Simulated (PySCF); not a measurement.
diarsenic (As2), singlet, geometry from GFN2-xTB; HF/3-21G run with PySCF.

Input for PySCF:
```python
from pyscf import gto, scf

mol = gto.M(
    atom='''
As   -0.000000   -0.000000   -1.046992
As    0.000000    0.000000    1.046992
''',
    basis='3-21g',
    charge=0,
    spin=0,
    verbose=5,
)

mf = scf.RHF(mol)
mf.kernel()
```

The log (banner, timings and long lists left out):

```
PySCF version 2.14.0

[INPUT] verbose = 5
[INPUT] max_memory = 4000
[INPUT] num. atoms = 2
[INPUT] num. electrons = 66
[INPUT] charge = 0
[INPUT] spin (= nelec alpha-beta = 2S) = 0
[INPUT] symmetry False subgroup None
[INPUT] Mole.unit = angstrom
[INPUT] Symbol           X                Y                Z      unit          X                Y                Z       unit  Magmom
[...]
[INPUT] ---------------- BASIS SET ----------------
[INPUT] l, kappa, [nprim/nctr], expnt,             c_1 c_2 ...
[INPUT] As
[...]
                                818.17436         0.372779
                                179.26569         0.685184
[...]
                                54.25662          0.087227
                                16.32803          0.968188
[...]
                                5.805144          0.296962
                                1.902084          0.886579
[...]
                                0.341656          1.251764
[...]
                                54.25662          0.562322
                                16.32803          0.459323
[...]
                                5.805144          0.483397
                                1.902084          0.588785
[...]
                                0.341656          0.987433
[...]
                                7.084044          0.511432
                                1.855823          0.582194

nuclear repulsion = 275.204577824797
number of shells = 20
number of NR pGTOs = 108
number of NR cGTOs = 44
basis = 3-21g
ecp = {}

******** <class 'pyscf.scf.hf.RHF'> ********
method = RHF
initial guess = minao
damping factor = 0
level_shift factor = 0
DIIS = <class 'pyscf.scf.diis.CDIIS'>
diis_start_cycle = 1
diis_space = 8
diis_damp = 0
SCF conv_tol = 1e-09
SCF conv_tol_grad = None
SCF max_cycles = 50
direct_scf = True
direct_scf_tol = 1e-13
Set gradient conv threshold to 3.16228e-05
Initial guess from minao.
E1 = -6745.188391694818  E2 = 2027.3128447569397  Ecoul = 2189.7157492273777  Exc = -162.402904470438
init E= -4442.67096911308
cond(S) = 116.6615472627434
[...]
  mo_energy =
[-4.29682670e+02 -4.29682192e+02 -5.61551422e+01 -5.61547054e+01
 -4.99088104e+01 -4.99080729e+01 -4.99078423e+01 -4.99078423e+01
 -4.99076737e+01 -4.99076737e+01 -8.12681065e+00 -8.12495009e+00
 -5.94704351e+00 -5.94331504e+00 -5.93848561e+00 -5.93848561e+00
 -5.93809376e+00 -5.93809376e+00 -2.16138548e+00 -2.15652380e+00
 -2.15477108e+00 -2.15477108e+00 -2.15357064e+00 -2.15357064e+00
[...]
 -2.03546321e+00 -2.03535382e+00 -2.03535382e+00 -2.03472890e+00
 -2.03444942e+00 -2.03444942e+00 -2.03414252e+00 -2.03414252e+00
 -8.82944966e-01 -5.96847059e-01 -3.66022556e-01 -3.43978378e-01
 -3.43978378e-01  9.20404810e-03  9.20404810e-03  1.83422070e-01
  4.68648614e-01  5.34263927e-01  5.69850586e-01  5.69850586e-01
  6.14206449e-01  6.27384310e-01  6.27384310e-01  7.49897810e-01]
E1 = -6758.139418869399  E2 = 2036.090500047975  Ecoul = 2199.2020709347844  Exc = -163.11157088680943
cycle= 5 E= -4446.84434099663  delta_E= -7.77e-08  |g|= 3.08e-05  |ddm|= 0.00126
[...]
  mo_energy =
[-4.29483423e+02 -4.29482943e+02 -5.59801490e+01 -5.59797677e+01
 -4.97236771e+01 -4.97233646e+01 -4.97233646e+01 -4.97231949e+01
 -4.97231949e+01 -4.97229412e+01 -7.98688314e+00 -7.98664553e+00
 -5.81102352e+00 -5.80933244e+00 -5.80922405e+00 -5.80922405e+00
 -5.80905832e+00 -5.80905832e+00 -2.03576489e+00 -2.03543174e+00
 -2.03543174e+00 -2.03532234e+00 -2.03532234e+00 -2.03469618e+00
 -2.03441734e+00 -2.03441734e+00 -2.03411043e+00 -2.03411043e+00
 -8.82931803e-01 -5.96835391e-01 -3.66009738e-01 -3.43966492e-01
 -3.43966492e-01  9.21503972e-03  9.21503972e-03  1.83433242e-01
  4.68656305e-01  5.34273120e-01  5.69859859e-01  5.69859859e-01
  6.14217106e-01  6.27394594e-01  6.27394594e-01  7.49910524e-01]
E1 = -6758.139343717405  E2 = 2036.0904248954903  Ecoul = 2199.2019914070465  Exc = -163.11156651155625
cycle= 6 E= -4446.84434099712  delta_E= -4.9e-10  |g|= 2.42e-06  |ddm|= 0.000104
[...]
  mo_energy =
[-4.29483425e+02 -4.29482944e+02 -5.59801506e+01 -5.59797693e+01
 -4.97236787e+01 -4.97233662e+01 -4.97233662e+01 -4.97231965e+01
 -4.97231965e+01 -4.97229428e+01 -7.98688454e+00 -7.98664693e+00
 -5.81102492e+00 -5.80933384e+00 -5.80922539e+00 -5.80922539e+00
 -5.80905966e+00 -5.80905966e+00 -2.03576627e+00 -2.03543310e+00
 -2.03543310e+00 -2.03532370e+00 -2.03532370e+00 -2.03469758e+00
 -2.03441873e+00 -2.03441873e+00 -2.03411182e+00 -2.03411182e+00
 -8.82932301e-01 -5.96836175e-01 -3.66010102e-01 -3.43966771e-01
 -3.43966771e-01  9.21450747e-03  9.21450747e-03  1.83432411e-01
  4.68655919e-01  5.34272427e-01  5.69859512e-01  5.69859512e-01
  6.14216455e-01  6.27394141e-01  6.27394141e-01  7.49909977e-01]
E1 = -6758.139351181684  E2 = 2036.090432359769  Ecoul = 2199.2019989069877  Exc = -163.11156654721867
Extra cycle  E= -4446.84434099712  delta_E= -9.09e-13  |g|= 6.21e-07  |ddm|= 7.48e-06
converged SCF energy = -4446.84434099712
```
